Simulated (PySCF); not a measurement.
A geometry optimisation, step by step.

Species: CH₆Cl₂GaN.
Bonds: N1–Ga2, Ga2–C3, C3–Cl4, C3–Cl5. Hydrogens: H6, H7, H8 on N1; H9, H10 on Ga2; H11 on C3.

Method: PBE0-D3(BJ)/def2-SVP geometry optimisation, gas phase in PySCF 2.14.0; density fitting, grid level 1; the optimiser is geomeTRIC in internal coordinates, started from a GFN2-xTB structure with every atom displaced at random (about 0.01 Å). 14 of its 18 geometries are shown. The frame can shift and turn from step to step; on so coarse a grid that alone can change the energy by a few meV, and forces under 0.02 eV/Å are noise.

Step 0: E = -80013.2421 eV, largest atomic force 1.776 eV/Å
```
atom  x, y, z in Å  |  force x, y, z in eV/Å
N1     -1.625   -0.301   -0.120   -0.889   1.441  -0.539
Ga2     0.166    0.908    0.045   -1.224   0.222  -0.608
C3      1.477   -0.563   -0.308    0.212   0.856   1.356
Cl4     2.669    0.807    0.104    1.240  -0.161  -0.141
Cl5     1.197   -1.464    1.203    0.199  -1.163   0.524
H6     -1.787   -0.650   -1.063    0.107  -0.189  -0.001
H7     -1.570   -1.062    0.526    0.076  -0.807   0.553
H8     -2.455    0.273    0.117    0.578  -0.447  -0.028
H9     -0.052    1.339    1.522    0.043  -0.098   0.233
H10    -0.019    1.917   -1.089   -0.181   0.439  -0.633
H11     2.038   -1.228   -0.951   -0.160  -0.093  -0.716
```

Step 1: E = -80013.6846 eV, largest atomic force 1.534 eV/Å
```
atom  x, y, z in Å  |  force x, y, z in eV/Å
N1     -1.656   -0.274   -0.133   -0.190   0.245   0.030
Ga2     0.137    0.942    0.027   -0.782  -0.056  -0.524
C3      1.472   -0.548   -0.220    0.592   0.315   1.380
Cl4     2.736    0.765    0.146    0.691  -0.252  -0.090
Cl5     1.362   -1.635    1.235   -0.071  -0.049  -0.285
H6     -1.790   -0.660   -1.065    0.075  -0.167  -0.019
H7     -1.592   -1.035    0.546    0.023  -0.020  -0.109
H8     -2.492    0.272    0.078    0.045  -0.056   0.097
H9     -0.066    1.381    1.511    0.046  -0.079   0.105
H10    -0.041    1.936   -1.171   -0.032  -0.013  -0.127
H11     1.969   -1.170   -0.968   -0.396   0.131  -0.459
```

Step 3: E = -80013.9580 eV, largest atomic force 1.103 eV/Å
```
atom  x, y, z in Å  |  force x, y, z in eV/Å
N1     -1.669   -0.288   -0.146    0.495  -0.326  -0.116
Ga2     0.131    0.926    0.000   -0.705   0.817   0.229
C3      1.590   -0.375   -0.064   -0.204   0.050  -0.132
Cl4     3.080    0.577    0.260   -0.176  -0.488  -0.254
Cl5     1.259   -1.593    1.190    0.182  -0.406   0.121
H6     -1.770   -0.754   -1.049   -0.141   0.200   0.006
H7     -1.575   -1.034    0.542    0.049  -0.025   0.184
H8     -2.521    0.227    0.068   -0.043   0.077  -0.077
H9     -0.057    1.351    1.507   -0.136   0.215  -0.099
H10    -0.039    1.821   -1.288   -0.062   0.030   0.061
H11     1.610   -0.887   -1.035    0.741  -0.144   0.077
```

Step 4: E = -80014.0745 eV, largest atomic force 0.375 eV/Å
```
atom  x, y, z in Å  |  force x, y, z in eV/Å
N1     -1.668   -0.268   -0.141    0.182  -0.124   0.025
Ga2     0.101    0.963    0.012   -0.336  -0.051   0.057
C3      1.522   -0.450   -0.077    0.348   0.117   0.075
Cl4     2.966    0.592    0.244    0.171  -0.046  -0.034
Cl5     1.404   -1.727    1.172   -0.216  -0.015  -0.063
H6     -1.771   -0.724   -1.047   -0.038   0.046  -0.013
H7     -1.579   -1.006    0.561    0.010   0.008   0.013
H8     -2.523    0.250    0.056   -0.016   0.007  -0.006
H9     -0.120    1.440    1.494   -0.005   0.079  -0.047
H10    -0.049    1.864   -1.269    0.010  -0.005   0.013
H11     1.756   -0.962   -1.018   -0.110  -0.015  -0.019
```

Step 5: E = -80014.1137 eV, largest atomic force 0.290 eV/Å
```
atom  x, y, z in Å  |  force x, y, z in eV/Å
N1     -1.634   -0.283   -0.135    0.116  -0.093   0.037
Ga2     0.098    0.983    0.018   -0.246  -0.011  -0.018
C3      1.518   -0.433   -0.077    0.114   0.260  -0.056
Cl4     3.000    0.546    0.243    0.105  -0.167   0.053
Cl5     1.285   -1.714    1.150   -0.033  -0.055  -0.001
H6     -1.732   -0.739   -1.041   -0.024   0.040  -0.008
H7     -1.524   -1.018    0.567    0.029  -0.006   0.005
H8     -2.500    0.216    0.065   -0.013   0.002  -0.006
H9     -0.133    1.479    1.493    0.009   0.057  -0.046
H10    -0.055    1.876   -1.269   -0.003   0.010   0.010
H11     1.715   -0.942   -1.029   -0.055  -0.038   0.030
```

Step 7: E = -80014.1562 eV, largest atomic force 0.214 eV/Å
```
atom  x, y, z in Å  |  force x, y, z in eV/Å
N1     -1.580   -0.303   -0.129   -0.017  -0.029   0.062
Ga2     0.076    1.028    0.027   -0.068   0.049   0.010
C3      1.496   -0.395   -0.057    0.021   0.114  -0.180
Cl4     3.057    0.409    0.272    0.072  -0.029   0.043
Cl5     1.185   -1.728    1.102   -0.088  -0.078   0.080
H6     -1.661   -0.761   -1.036    0.009   0.011  -0.011
H7     -1.425   -1.030    0.574    0.026  -0.021  -0.023
H8     -2.470    0.153    0.072    0.004  -0.017   0.016
H9     -0.180    1.585    1.474    0.003   0.022  -0.005
H10    -0.070    1.895   -1.279   -0.007   0.007  -0.012
H11     1.610   -0.880   -1.035    0.046  -0.029   0.019
```

Step 8: E = -80014.1632 eV, largest atomic force 0.187 eV/Å
```
atom  x, y, z in Å  |  force x, y, z in eV/Å
N1     -1.564   -0.311   -0.125   -0.052   0.016   0.036
Ga2     0.072    1.044    0.028   -0.051   0.023  -0.047
C3      1.485   -0.390   -0.062    0.044   0.115  -0.141
Cl4     3.061    0.385    0.273    0.025  -0.061   0.095
Cl5     1.126   -1.721    1.098    0.011  -0.027   0.037
H6     -1.640   -0.763   -1.036    0.008   0.014  -0.007
H7     -1.388   -1.040    0.570    0.033  -0.022  -0.015
H8     -2.461    0.127    0.083   -0.001  -0.023   0.017
H9     -0.185    1.609    1.471    0.015   0.003  -0.004
H10    -0.077    1.912   -1.279   -0.008  -0.008  -0.001
H11     1.609   -0.881   -1.036   -0.024  -0.030   0.029
```

Step 9: E = -80014.1682 eV, largest atomic force 0.107 eV/Å
```
atom  x, y, z in Å  |  force x, y, z in eV/Å
N1     -1.546   -0.320   -0.122   -0.058   0.041   0.006
Ga2     0.061    1.065    0.023    0.003   0.028  -0.038
C3      1.479   -0.372   -0.058   -0.012   0.024  -0.103
Cl4     3.079    0.332    0.295   -0.017  -0.021   0.081
Cl5     1.071   -1.712    1.087    0.053  -0.008   0.032
H6     -1.617   -0.764   -1.037   -0.003   0.014  -0.008
H7     -1.334   -1.052    0.561    0.022  -0.015  -0.011
H8     -2.453    0.087    0.101    0.002  -0.020   0.022
H9     -0.199    1.647    1.459    0.013  -0.007   0.006
H10    -0.091    1.925   -1.289   -0.008  -0.021  -0.003
H11     1.587   -0.864   -1.034    0.004  -0.013   0.016
```

Step 10: E = -80014.1708 eV, largest atomic force 0.060 eV/Å
```
atom  x, y, z in Å  |  force x, y, z in eV/Å
N1     -1.551   -0.320   -0.123   -0.010   0.021  -0.007
Ga2     0.058    1.066    0.016    0.012   0.009  -0.021
C3      1.483   -0.369   -0.059   -0.018  -0.013  -0.047
Cl4     3.080    0.335    0.311   -0.026   0.000   0.054
Cl5     1.075   -1.708    1.091    0.025   0.013   0.004
H6     -1.626   -0.758   -1.041   -0.013   0.015  -0.006
H7     -1.328   -1.056    0.553    0.015  -0.009  -0.007
H8     -2.459    0.080    0.111    0.002  -0.013   0.025
H9     -0.199    1.647    1.453    0.013  -0.001   0.004
H10    -0.096    1.923   -1.297   -0.007  -0.021  -0.006
H11     1.599   -0.867   -1.031    0.005  -0.001   0.007
```

Step 12: E = -80014.1760 eV, largest atomic force 0.136 eV/Å
```
atom  x, y, z in Å  |  force x, y, z in eV/Å
N1     -1.559   -0.323   -0.127    0.057  -0.024  -0.034
Ga2     0.048    1.067   -0.016    0.026  -0.037   0.010
C3      1.491   -0.359   -0.058    0.001  -0.063   0.121
Cl4     3.060    0.364    0.388   -0.037   0.030  -0.026
Cl5     1.066   -1.692    1.104   -0.025   0.030  -0.052
H6     -1.669   -0.729   -1.056   -0.032   0.011   0.001
H7     -1.286   -1.078    0.510   -0.003  -0.003  -0.002
H8     -2.463    0.046    0.165    0.005   0.007   0.026
H9     -0.193    1.647    1.423    0.007   0.024  -0.009
H10    -0.116    1.906   -1.337    0.000  -0.009  -0.011
H11     1.658   -0.877   -1.011    0.001   0.034  -0.023
```

Step 13: E = -80014.1801 eV, largest atomic force 0.132 eV/Å
```
atom  x, y, z in Å  |  force x, y, z in eV/Å
N1     -1.561   -0.331   -0.134    0.027  -0.043  -0.002
Ga2     0.040    1.062   -0.045    0.030  -0.034   0.014
C3      1.497   -0.351   -0.044   -0.011  -0.044   0.124
Cl4     3.030    0.403    0.472    0.006   0.037  -0.048
Cl5     1.054   -1.689    1.103   -0.037  -0.006  -0.040
H6     -1.721   -0.707   -1.068   -0.018   0.006   0.000
H7     -1.246   -1.102    0.465   -0.011  -0.006  -0.013
H8     -2.449    0.019    0.223    0.012   0.017   0.017
H9     -0.191    1.663    1.387   -0.013   0.034  -0.016
H10    -0.127    1.871   -1.384    0.008   0.005  -0.010
H11     1.713   -0.865   -0.989    0.008   0.034  -0.024
```

Step 14: E = -80014.1833 eV, largest atomic force 0.077 eV/Å
```
atom  x, y, z in Å  |  force x, y, z in eV/Å
N1     -1.562   -0.340   -0.138    0.001  -0.047   0.034
Ga2     0.035    1.056   -0.066    0.025  -0.019   0.006
C3      1.503   -0.344   -0.028   -0.019  -0.018   0.072
Cl4     3.005    0.434    0.538    0.031   0.028  -0.038
Cl5     1.048   -1.697    1.093   -0.029  -0.025  -0.018
H6     -1.766   -0.693   -1.072   -0.003   0.007  -0.003
H7     -1.222   -1.124    0.431   -0.014  -0.007  -0.021
H8     -2.432    0.000    0.269    0.012   0.018   0.007
H9     -0.198    1.688    1.353   -0.027   0.028  -0.017
H10    -0.129    1.836   -1.422    0.013   0.011  -0.008
H11     1.755   -0.844   -0.972    0.010   0.025  -0.013
```

Step 16: E = -80014.1873 eV, largest atomic force 0.047 eV/Å
```
atom  x, y, z in Å  |  force x, y, z in eV/Å
N1     -1.563   -0.360   -0.134   -0.008  -0.020   0.042
Ga2     0.027    1.045   -0.097    0.000   0.009  -0.008
C3      1.517   -0.328    0.003   -0.006   0.012  -0.018
Cl4     2.974    0.476    0.645    0.016  -0.001   0.000
Cl5     1.048   -1.726    1.057    0.003  -0.009   0.008
H6     -1.835   -0.675   -1.065    0.005   0.011  -0.007
H7     -1.193   -1.167    0.383   -0.006  -0.003  -0.012
H8     -2.398   -0.029    0.346    0.002   0.004  -0.005
H9     -0.242    1.752    1.280   -0.018  -0.001  -0.002
H10    -0.118    1.770   -1.487    0.010   0.000  -0.003
H11     1.821   -0.787   -0.946    0.002  -0.003   0.004
```

Step 17: E = -80014.1876 eV, largest atomic force under 0.02 eV/Å
```
atom  x, y, z in Å  |  force x, y, z in eV/Å
N1     -1.563   -0.364   -0.131    0.001  -0.010   0.015
Ga2     0.025    1.044   -0.101   -0.005   0.009  -0.002
C3      1.520   -0.324    0.006    0.000   0.004  -0.011
Cl4     2.974    0.481    0.657    0.004  -0.002   0.000
Cl5     1.052   -1.729    1.052    0.004   0.001   0.005
H6     -1.843   -0.671   -1.062    0.001   0.009  -0.003
H7     -1.192   -1.175    0.377   -0.002  -0.001  -0.004
H8     -2.394   -0.032    0.358    0.000   0.001  -0.002
H9     -0.255    1.761    1.268   -0.006  -0.005   0.001
H10    -0.115    1.760   -1.497    0.006  -0.004  -0.002
H11     1.830   -0.778   -0.943   -0.001  -0.004   0.002
```

Problem. Summarise the path.

Solution. The energy falls by 21.80 kcal/mol from step 0 to step 17; nine tenths of that is first reached at step 5. It falls at every step. The largest force goes from 1.776 to under 0.02 eV/Å. Among the bonds C3–Cl4 changes most, from 1.862 to 1.784 Å; the atoms move by 0.405 Å rms after alignment.

Problem. Follow the three bonds and two angles with the largest change from start to end.

Solution. 
```csv
step,E above end (kcal/mol),largest force (eV/Å),C3–Cl4 (Å),Ga2–H10 (Å),N1–Ga2 (Å),Ga2–C3–H11 (°),Ga2–C3–Cl4 (°)
0,21.80,1.776,1.862,1.529,2.167,153.6,80.8
1,11.60,1.534,1.859,1.567,2.172,143.7,84.5
2,7.63,1.274,1.850,1.573,2.175,135.9,88.4
3,5.29,1.103,1.798,1.578,2.176,110.6,105.1
4,2.61,0.375,1.809,1.573,2.161,121.2,98.7
5,1.70,0.290,1.804,1.574,2.151,119.7,101.0
6,1.34,0.626,1.773,1.575,2.117,111.0,110.9
7,0.72,0.214,1.787,1.574,2.130,115.1,106.9
8,0.56,0.187,1.788,1.576,2.129,115.9,107.5
9,0.45,0.107,1.784,1.576,2.126,115.1,109.9
10,0.39,0.060,1.784,1.576,2.128,115.4,110.1
11,0.31,0.111,1.785,1.575,2.129,116.8,109.9
12,0.27,0.136,1.785,1.574,2.128,117.3,109.6
13,0.17,0.132,1.784,1.573,2.124,117.8,108.8
14,0.10,0.077,1.784,1.574,2.122,117.7,108.3
15,0.03,0.070,1.784,1.574,2.121,116.9,108.1
16,0.01,0.047,1.784,1.575,2.122,116.4,108.2
17,0.00,under 0.02,1.784,1.576,2.123,116.2,108.4
```

What follows is the cost of the whole optimisation. Time: 3.2 min wall; peak memory 0.52 GiB. Hardware: an Arm Neoverse V1 with one thread, no GPU, on a shared host.
